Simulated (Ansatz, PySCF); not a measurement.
Gas-phase reaction in SMILES: FB(Cl)Cl [dichloro(fluoro)borane] + 3 [H][H] (H2) -> B (BH3) + 2 Cl (HCl) + F (HF)
Structures are relaxed separately at B3LYP-D3(BJ)/def2-TZVP in Ansatz (a program for electronic structure). Frequencies are from Ansatz or PySCF.

Property: energy of full hydrogenation (enthalpy at 298 K, with B3LYP-D3(BJ) rigid-rotor harmonic-oscillator terms), in kcal/mol. Cores are frozen in the correlated levels unless marked. No spin-orbit coupling. Non-relativistic unless marked X2C. FCI takes restricted orbitals. CBS(X,Y): correlation extrapolated as X^-3; Hartree-Fock from the larger set.

```tsv
level	program	energy of full hydrogenation (kcal/mol)
HF/cc-pV(D+d)Z	Ansatz	55.2
PBE-D3(BJ)/def2-TZVPD	Ansatz + dftd3	71.6
BLYP-D3(BJ)/def2-TZVPD	Ansatz + dftd3	70.5
B2PLYP-D4/def2-TZVPD	Ansatz + dftd4	70.0
RPA@PBE/cc-pV(Q+d)Z	Ansatz	65.0
MP2/CBS(cc-pV(T+d)Z,cc-pV(Q+d)Z)	Ansatz	71.6
CCSD(T)/cc-pV(Q+d)Z	Ansatz	68.0
X2C-CCSD(T)/cc-pVTZ-DK	Ansatz	68.9
FCI/STO-3G	Ansatz	125.8
CCSD(T)/CBS(cc-pV(T+d)Z,cc-pV(Q+d)Z)	Ansatz	68.1
```
